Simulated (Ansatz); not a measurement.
Geometry optimisation, Ansatz, RKS B3LYP-D4/def2-SVP.

input.yaml

```yaml
crystal:
  periodic: [false, false, false]
  atoms:
    - { symbol: Ge, position_ang: [0.091785, 0.0, 0.193792] }
    - { symbol: H, position_ang: [0.215763, 0.0, 1.721546] }
    - { symbol: Cl, position_ang: [2.287, 0.0, 0.132847] }
    - { symbol: H, position_ang: [-0.481774, 1.277343, -0.447093] }
    - { symbol: H, position_ang: [-0.481774, -1.277343, -0.447093] }
basis:
  gaussian: { orbitals: def2-SVP }
hamiltonian:
  xc: b3lyp
  dispersion: d4
relax:
  f_tol: 0.03
  max_steps: 50
```

Run as:

```bash
$ ansatz run input.yaml --threads 1 --pin off --max-ram 2048MiB --backend cpu --events-out ev --progress --plain --runs-dir out
```

**Question.** Where does it end, and by what steps?

**Answer.** It converged. After 4 steps the energy has fallen by 0.268 eV; H2 moved furthest, 0.28 Å.

```json
{"step": "0", "energy less start (eV)": "0.0000", "largest force component (eV/Å)": "1.015", "accepted": "yes"}
{"step": "1", "energy less start (eV)": "-0.2326", "largest force component (eV/Å)": "0.350", "accepted": "yes"}
{"step": "2", "energy less start (eV)": "-0.2485", "largest force component (eV/Å)": "0.793", "accepted": "yes"}
{"step": "3", "energy less start (eV)": "-0.2677", "largest force component (eV/Å)": "0.081", "accepted": "yes"}
{"step": "4", "energy less start (eV)": "-0.2683", "largest force component (eV/Å)": "0.017", "accepted": "yes"}
```

```xyz
5
Properties=species:S:1:pos:R:3
Ge 0.170 0.000 0.257
H -0.062 0.000 1.777
Cl 2.323 0.000 -0.084
H -0.400 1.270 -0.397
H -0.400 -1.270 -0.397
```

Time of the run: 11 s on 1 thread of Arm Neoverse V1 (shared host), peak memory 0.12 GiB.
